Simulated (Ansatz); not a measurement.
Mulliken charges of `C#C[Se][SiH3]` from r2SCAN/def2-TZVPP in Ansatz (PBE0-D4/def2-TZVP geometry).

| atom | x (Å) | y (Å) | z (Å) | charge (e) |
| --- | --- | --- | --- | --- |
| C1 | 1.822 | 1.309 | -0.896 | -0.078 |
| C2 | 1.426 | 0.585 | -0.019 | -0.283 |
| Se3 | 0.861 | -0.510 | 1.328 | 0.025 |
| Si4 | -1.228 | -0.793 | 0.422 | 0.245 |
| H5 | 2.175 | 1.950 | -1.670 | 0.236 |
| H6 | -1.916 | 0.515 | 0.323 | -0.045 |
| H7 | -1.116 | -1.421 | -0.915 | -0.045 |
| H8 | -1.933 | -1.691 | 1.370 | -0.054 |

Question: By hand: the dipole of these point charges (1 e Å = 4.8032 D).

Answer: Σ q r = (-0.071, 0.118, -0.230) e Å, of length 0.268 e Å = 1.29 D.

Question: How does the dipole of the full density compare? (Best estimate.)

Answer: Ansatz gave: (-0.206, -0.029, -0.087) e Å, 1.08 D; the point charges give 1.19 times that, at 59° from its direction.

Point charges leave out the atoms' own dipoles, such as those of lone pairs, and Mulliken's split depends on the basis, so the two needn't agree.
